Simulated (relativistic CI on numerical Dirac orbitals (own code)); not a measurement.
## Hyperfine structure of La³⁰⁺, mass number 139

Computed by Dirac-Coulomb-Breit CI, orbitals from a KLI potential per configuration, a model potential for QED, unscaled Slater integrals (own radial code, finite nucleus).

Configuration list (outside the closed core [Ne]): 3s²3p⁶3d⁹, 3s²3p⁵3d¹⁰, 3s3p⁶3d¹⁰, 3s²3p⁶3d⁸4s, 3s²3p⁶3d⁸4p, 3s²3p⁶3d⁸4d, 3s²3p⁴3d¹⁰4s, 3s²3p⁶3d⁸4f, 3s²3p⁵3d⁹4s, 3s²3p⁴3d¹⁰4p, 3s²3p⁵3d⁹4p, 3s²3p⁶3d⁷4s², 3s²3p⁴3d¹⁰4d, 3s3p⁵3d¹⁰4s, 3s²3p⁶3d⁷4s4p, 3s3p⁵3d¹⁰4p. Levels of other configurations are missing.

Nuclear spin I = 7/2, μ = 2.7791 μN, Q = 0.206 b (tables of Stone and Pyykkö). The electronic factors are computed for point nuclear moments, without core polarisation or the Bohr-Weisskopf and QED corrections.

```
            Level   E (Ry)  A (GHz)  B (GHz)
  3s²3p⁶3d⁹ ²D5/2   0.0000    11.21    -5.88
  3s²3p⁶3d⁹ ²D3/2   1.3204    27.67    -4.52
3s²3p⁵3d¹⁰ ²P°3/2  20.7340    55.56    -27.5
3s²3p⁵3d¹⁰ ²P°1/2  26.9855    377.3         
  3s3p⁶3d¹⁰ ²S1/2  38.5138     1231         
3s²3p⁶3d⁸4s ⁴F9/2  54.4877    54.21    -3.67
3s²3p⁶3d⁸4s ²F7/2  54.6454   -30.92    -3.37
3s²3p⁶3d⁸4s ²D3/2  55.0613   -64.38     1.99
```

Levels with J = 0, under 50 % of one LS term, or S terms without an open s electron are left out. Small factors come from cancelling terms and can be off by tens of per cent or more.

At this charge energies of transitions that change n are usually good to better than 1 %, and those within a shell (Δn = 0) to a few per cent.

Problem. Give the hyperfine levels of 3s²3p⁶3d⁹ ²D5/2 relative to its centre of gravity.

Solution. With K = F(F + 1) − I(I + 1) − J(J + 1), E = AK/2 + B[¾K(K + 1) − I(I + 1)J(J + 1)]/[2I(2I − 1)J(2J − 1)]: F = 1: -129.2, F = 2: -105.1, F = 3: -69.61, F = 4: -23.45, F = 5: 32.37, F = 6: 96.58 GHz.

LS names give the leading component of a level, which can be under half, so a name can repeat, a term be missing and a line seem to break the LS rules.
